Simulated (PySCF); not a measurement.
Compound: C5H5FO.
Numbering: `[O:1]=[C:2]1[CH:3]=[CH:4][CH2:5][C@@H:6]1[F:7]` (hydrogens: H8 on C3; H9 on C4; H10, H11 on C5; H12 on C6)

The same species was optimised twice, with GFN2-xTB and with PBE0-D3(BJ)/def2-SVP (PySCF), and the same property calculations (PySCF, gas phase) were run on both structures.

```json
{"coordinate": "C6–F7 (Å)", "GFN2-xTB": "1.375", "PBE0-D3(BJ)/def2-SVP": "1.363", "change": "-0.012"}
{"coordinate": "C2–C3 (Å)", "GFN2-xTB": "1.466", "PBE0-D3(BJ)/def2-SVP": "1.477", "change": "+0.011"}
{"coordinate": "C3=C4 (Å)", "GFN2-xTB": "1.333", "PBE0-D3(BJ)/def2-SVP": "1.343", "change": "+0.010"}
{"coordinate": "C2–C6 (Å)", "GFN2-xTB": "1.548", "PBE0-D3(BJ)/def2-SVP": "1.539", "change": "-0.009"}
{"coordinate": "C4–C5 (Å)", "GFN2-xTB": "1.493", "PBE0-D3(BJ)/def2-SVP": "1.501", "change": "+0.008"}
{"coordinate": "C5–C6 (Å)", "GFN2-xTB": "1.531", "PBE0-D3(BJ)/def2-SVP": "1.526", "change": "-0.005"}
{"coordinate": "O1=C2 (Å)", "GFN2-xTB": "1.201", "PBE0-D3(BJ)/def2-SVP": "1.203", "change": "+0.002"}
{"coordinate": "C5–C6–F7 (°)", "GFN2-xTB": "111.4", "PBE0-D3(BJ)/def2-SVP": "113.8", "change": "+2.4"}
{"coordinate": "C2–C3–C4 (°)", "GFN2-xTB": "111.0", "PBE0-D3(BJ)/def2-SVP": "109.6", "change": "-1.4"}
{"coordinate": "C2–C6–F7 (°)", "GFN2-xTB": "110.7", "PBE0-D3(BJ)/def2-SVP": "111.9", "change": "+1.2"}
{"coordinate": "C4–C5–C6 (°)", "GFN2-xTB": "104.2", "PBE0-D3(BJ)/def2-SVP": "103.4", "change": "-0.8"}
{"coordinate": "C2–C6–C5 (°)", "GFN2-xTB": "105.3", "PBE0-D3(BJ)/def2-SVP": "104.8", "change": "-0.5"}
{"coordinate": "O1–C2–C6 (°)", "GFN2-xTB": "125.4", "PBE0-D3(BJ)/def2-SVP": "125.2", "change": "-0.2"}
{"coordinate": "O1–C2–C3 (°)", "GFN2-xTB": "128.5", "PBE0-D3(BJ)/def2-SVP": "128.6", "change": "+0.1"}
{"coordinate": "C3–C4–C5 (°)", "GFN2-xTB": "113.2", "PBE0-D3(BJ)/def2-SVP": "113.2", "change": "0.0"}
```

Rotational constants: A = 3564, B = 3333, C = 1855 MHz (GFN2-xTB) against A = 3704, B = 3250, C = 1819 MHz (PBE0-D3(BJ)/def2-SVP). Point groups within 0.08 Å: C1 and C1.

On the GFN2-xTB structure: lowest singlet, TDDFT (eV) 3.76 [CAM-B3LYP/def2-SVPD]; isotropic polarisability (au) 59.2 [CAM-B3LYP/def2-SVPD]; HOMO (eV) -8.97 [CAM-B3LYP/def2-SVPD]; LUMO (eV) -0.82 [CAM-B3LYP/def2-SVPD]; dipole (D) 4.80 [CAM-B3LYP/def2-SVPD].

Task: What do these properties become on the PBE0-D3(BJ)/def2-SVP structure?

Result: 
| property | level | on GFN2-xTB | on PBE0-D3(BJ)/def2-SVP | change |
| --- | --- | --- | --- | --- |
| lowest singlet, TDDFT (eV) | CAM-B3LYP/def2-SVPD | 3.76 | 3.84 | +0.08 |
| isotropic polarisability (au) | CAM-B3LYP/def2-SVPD | 59.2 | 59.8 | +0.6 |
| HOMO (eV) | CAM-B3LYP/def2-SVPD | -8.97 | -8.94 | +0.03 |
| LUMO (eV) | CAM-B3LYP/def2-SVPD | -0.82 | -0.76 | +0.06 |
| dipole (D) | CAM-B3LYP/def2-SVPD | 4.80 | 4.92 | +0.12 |
| energy, GFN2-xTB geometry as zero (kcal/mol) | CAM-B3LYP/def2-SVPD | 0.0 | -0.4 | -0.4 |

The heavy atoms differ by 0.123 Å rms after alignment. Among bonds between heavy atoms C2–C3 and C6–F7 change most and about equally (-0.012 to +0.011 Å). Changes are differences of the printed values. Neither structure is proved a minimum here.
